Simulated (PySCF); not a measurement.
Species: C₇H₁₁OP.
SMILES: `CC(C)(C)c1cpco1`

Torsions of this conformer, `[CH3:1][C:2]([CH3:3])([CH3:4])[c:5]1[cH:6][p:7][cH:8][o:9]1`: C1–C2–C5–C6 -1°.

The closed-shell ground state was solved at several levels (PySCF, density fitting, gas phase, non-relativistic). Isolated species at its PBE0-D3(BJ)/def2-SVP geometry, gas phase.

```
            level  basis functions  total energy (Eh)  HOMO (eV)  LUMO (eV)  gap (eV)  dipole (D)
mPW1PW91/pcSseg-1              215          -689.8065      -6.68      -0.77      5.91        1.86
    PBE0/pcSseg-1              215          -689.3333      -6.66      -0.74      5.92        1.87
```

(1) What might B3LYP/def2-SVPD (275 basis functions) give for the same quantities?

(2) How far do the dipole and the HOMO energy spread over the levels?

Answers

(1) Total energy -689.6072 Eh, HOMO -6.42 eV, LUMO -0.96 eV, gap 5.46 eV, dipole 1.82 D.

(2) The dipole runs from 1.82 to 1.87 D (mean 1.85 D) and the HOMO from -6.68 to -6.42 eV.
